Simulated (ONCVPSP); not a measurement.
## Dy, ONCV: configuration errors across variants

Dy (Z = 66), optimised norm-conserving Vanderbilt (ONCV), made with ONCVPSP 4.0.1 (PBE, scalar-relativistic). Core [Kr] 4d10 4f9, reference 5s2 5p6 5d1 6s1 6p1. Waves: 5s+6s: rc 2.35 bohr, ncon 3, nbas 7, qcut 4.9 1/bohr, 2 projectors; 5p+6p: rc 2.50 bohr, ncon 4, nbas 8, qcut 5.1 1/bohr, 2 projectors; 5d: rc 2.85 bohr, ncon 5, nbas 10, qcut 5.5 1/bohr, 2 projectors, debl 2.6 Ha. Local part: polynomial inside 1.90 bohr (lpopt 5, dvloc0 0 Ha). Core correction: polynomial model core, fcfact 0.25.

All-electron excitation energies from the reference (eV): (1) 5s2 5p6 5d1 6s2 6p0 -3.017; (2) 5s2 5p6 5d1 6s1 6p0 3.825; (3) 5s2 5p6 5d1 6s0 6p0 16.255; (4) 5s2 5p6 5d0 6s0 6p0 36.169.

Errors AE − PS in meV (a dash: test not solved or not reliable):

| change | (1) | (2) | (3) | (4) | bound ghosts | GHOST(+) flags above zero |
| --- | --- | --- | --- | --- | --- | --- |
| base | -1.2 | -1.7 | -17 | -113 | none | none |
| s: qcut 3.1; p: qcut 3.2; d: qcut 3.5 | -2.6 | -1.6 | -21 | -99 | none | none |
| s: qcut 3.6; p: qcut 3.7; d: qcut 4 | -2.0 | -1.6 | -19 | -104 | none | none |
| s: qcut 4; p: qcut 4.1; d: qcut 4.5 | -1.6 | -1.6 | -18 | -109 | none | none |
| s: qcut 4.5; p: qcut 4.7; d: qcut 5.1 | -1.3 | -1.7 | -17 | -112 | none | none |
| d: qcut 5.4 | -1.2 | -1.7 | -17 | -113 | none | none |
| s: qcut 5.4; p: qcut 5.6; d: qcut 6 | -1.0 | -1.7 | -17 | -115 | none | none |
| s: qcut 5.8; p: qcut 6; d: qcut 6.5 | -0.9 | -1.7 | -16 | -116 | none | none |
| s: qcut 6.7; p: qcut 7; d: qcut 7.5 | -0.6 | -1.7 | -16 | -114 | none | none |
| s: qcut 7.2; p: qcut 7.5; d: qcut 8.1 | -0.6 | -1.7 | -16 | -109 | none | none |

(1) Give the same row for: s: qcut 6.2; p: qcut 6.5; d: qcut 7.

## Answers

(1) -0.8, -1.7, -16, -115; bound ghosts: none; GHOST(+) flags above zero: none.
